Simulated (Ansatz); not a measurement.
Several settings on one geometry of [Cu(H2O)2]+ (CuO₂H₄⁺) (that of the charge 1 singlet, PBE0-D4/def2-TZVP). Ansatz on 4 threads of Arm Neoverse V1 on a shared host; times are rough.

```tsv
atom	x (Å)	y (Å)	z (Å)
Cu1	-0.002	0.001	0.000
O2	0.062	0.120	1.902
H3	-0.534	0.663	2.427
H4	0.851	-0.058	2.426
O5	-0.072	-0.115	-1.902
H6	-0.880	-0.024	-2.417
H7	0.575	-0.587	-2.436
```

Totals from different functionals, basis sets or treatments of relativity can't be compared as stabilities.

The 6-31G sets use Cartesian d functions. Correlated methods freeze 7 core orbitals.

Problem. Give the basis size and estimate the energy, ⟨S²⟩ and time of these runs.

| run | method | charge | state | further keys |
| --- | --- | --- | --- | --- |
| 1 | RHF, ccsd/def2-mTZVP | 1 | singlet | nuclear_model: gaussian |
| 2 | RKS r2SCAN50/def2-TZVP | 1 | singlet | forces asked |
| 3 | RKS rPW86-PBE/6-31G* | 1 | singlet | nuclear_model: gaussian; scf: {omitted_lower_state_checks: [starts]}; forces asked |

Solution. 
```csv
run,functions,energy (Eh),⟨S²⟩,wall time
1,93,-1791.7271,–,3 s
2,131,-1793.0244,–,2.6 s
3,74,-1793.8801,–,1.6 s
```
